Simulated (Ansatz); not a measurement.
Molecule: hydroxy(trimethyl)silane, C$_{3}$H$_{10}$OSi (charge 0, singlet). 
Geometry from a B3LYP-D3(BJ)/def2-TZVP (Ansatz, a first-principles code) optimisation:
```
Si
O 1 1.6645
H 2 0.9597 1 118.16
C 1 1.8653 2 104.90 3 180.00
H 4 1.0919 1 110.92 2 -59.94
H 4 1.0919 5 107.88 1 -121.66
H 4 1.0925 5 107.98 6 -116.47
C 1 1.8744 2 110.33 3 -60.44
H 8 1.0921 1 111.02 2 -57.78
H 8 1.0930 9 107.89 1 121.89
H 8 1.0932 9 107.83 10 115.71
C 1 1.8744 2 110.33 3 60.44
H 12 1.0921 1 111.02 2 57.78
H 12 1.0930 13 107.89 1 -121.89
H 12 1.0932 13 107.83 14 -115.71
```

Atomisation energy built up term by term with Ansatz (kcal/mol; UHF references for open shells; valence terms freeze the core; atomic spin-orbit terms are left out). Basis-set limits of correlation are two-point, X^-3; Hartree-Fock from the larger set.

```csv
term,basis,kcal/mol
Hartree-Fock,cc-pV(Q+d)Z,1045.28
CCSD correlation,"CBS(cc-pV(T+d)Z,cc-pV(Q+d)Z)",318.65
(T),"CBS(cc-pV(T+d)Z,cc-pV(Q+d)Z)",17.05
core correlation,cc-pwCVTZ,4.09
scalar relativity (X2C),cc-pVTZ-DK against cc-pVTZ,-1.59
sum: De,,1383.5
```

(T) makes 1.2 % of the CCSD(T) atomisation energy; under 5 % is typical of single-reference molecules.
